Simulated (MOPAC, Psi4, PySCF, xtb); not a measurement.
Approach curve of the dimer O2S ··· H6Si2 (SMILES O=S=O and [SiH3][SiH3]). Monomers: optimised at B3LYP-D3(BJ) (def2-TZVP), held rigid. Orientation: a higher rigid-body minimum at GFN2-xTB. Only R, the distance of the centres of mass, is varied, so the lowest point isn't the relaxed dimer.

Geometry at R = 3.50 Å (first 3 atoms: monomer A):
```
11

O     -1.2410     0.2320     0.0000
S      0.0046    -0.4877     0.0000
O      1.2363     0.2557     0.0000
Si    -0.9755    -0.3193    -3.3156
Si    -1.4636     1.9471    -2.9675
H     -2.2200    -1.1253    -3.2784
H     -0.0576    -0.8157    -2.2615
H     -0.3273    -0.5091    -4.6362
H     -0.2190     2.7531    -3.0047
H     -2.3814     2.4435    -4.0217
H     -2.1119     2.1368    -1.6470
```

- AM1, restricted, heats of formation (MOPAC)
- RHF/LANL2DZ = PySCF with restricted Hartree-Fock/LANL2DZ, with its core potentials past Ne, no counterpoise correction
- GFN1-xTB (xtb)
- SAPT0/jun-cc-pVDZ, frozen core (Psi4)

Interaction energies in kcal/mol; the last columns give the difference from SAPT0:

```tsv
R / Å	AM1	RHF/LANL2DZ	GFN1-xTB	SAPT0/jun-cc-pVDZ	AM1 − SAPT0/jun-cc-pVDZ	RHF/LANL2DZ − SAPT0/jun-cc-pVDZ	GFN1-xTB − SAPT0/jun-cc-pVDZ
2.88	16.91	37.48	-13.67	19.17	-2.26	18.31	-32.84
3.08	11.48	21.69	-13.21	10.74	0.74	10.95	-23.95
3.29	6.39	11.54	-11.22	5.31	1.09	6.23	-16.53
3.50	2.01	5.65	-8.82	2.12	-0.12	3.53	-10.94
3.69	-0.12	2.64	-6.76	0.49	-0.61	2.15	-7.25
3.87	-0.73	1.03	-5.12	-0.37	-0.36	1.39	-4.75
4.19	-0.54	-0.21	-3.06	-0.93	0.39	0.73	-2.12
4.49	-0.28	-0.49	-1.94	-0.94	0.66	0.45	-1.00
4.97	-0.15	-0.43	-1.11	-0.68	0.54	0.25	-0.43
5.68	-0.09	-0.21	-0.65	-0.35	0.25	0.13	-0.31
6.70	-0.05	-0.08	-0.39	-0.13	0.09	0.05	-0.26
8.00	-0.02	-0.03	-0.27	-0.05	0.03	0.02	-0.22
```

AM1 is furthest from SAPT0/jun-cc-pVDZ at 2.88 (-2.26 kcal/mol, below); its mean absolute difference over the points is 0.59 kcal/mol.

RHF/LANL2DZ is furthest from SAPT0/jun-cc-pVDZ at 2.88 (18.31 kcal/mol, above); its mean absolute difference over the points is 3.68 kcal/mol.

GFN1-xTB is furthest from SAPT0/jun-cc-pVDZ at 2.88 (-32.84 kcal/mol, below); its mean absolute difference over the points is 8.38 kcal/mol.
